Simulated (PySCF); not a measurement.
# Shifts of the heteroatoms

Atoms are numbered as in `[CH2:1]=[C:2]([O:3][C:4]([F:5])([F:6])[F:7])[CH:8]([F:9])[F:10]` (H(Xn): hydrogen on atom n). Ha(C1) is cis to O3; Hb(C1) is trans to O3.

PySCF 2.14.0 with density-fitted response routines calculation with GFN2-xTB geometry and PBE0/pcSseg-1 with gauge-including orbitals; one averaged value for each set of equivalent atoms, relativity neglected, no solvent model, one computed conformer.

(1) What are the 19F shifts?

(2) Where does 17O resonate?

Results:

(1) 
```tsv
atoms	environment	σ (ppm)	δ (ppm)
F5/F6/F7	fluorine of an OCF3 group	245.5	-60.9
F9/F10	fluorine of a CF2 group	297.4	-107.7
```

Shieldings were converted by a linear fit to measured shifts: 19F (scatter 6.0 ppm rms, 7.0 ppm with the 5 outliers that the fit left out vs CFCl3, solution or neat liquid, with a term for F on sp3 carbon). Occasional misses reach two or three times the rms, and more in compound classes unlike the fitted ones.

On a 600 MHz spectrometer 19F resonates near 564.6 MHz, so 1 ppm is 564.6 Hz.

(2) 
```
atoms   environment  σ (ppm)  δ (ppm)
   O3  ether oxygen    159.6    121.4
```

Shieldings were converted by a linear fit to measured shifts: 17O: δ = 266.70 − 0.911σ (rms 10.7 ppm, 155 shifts, 12.2 ppm with the 3 outliers that the fit left out vs liquid water, solution or neat liquid). A few per cent of atoms miss by over 2 rms, more outside the fitted compound classes.

On a 500 MHz spectrometer 17O resonates near 67.8 MHz, so 1 ppm is 67.8 Hz.
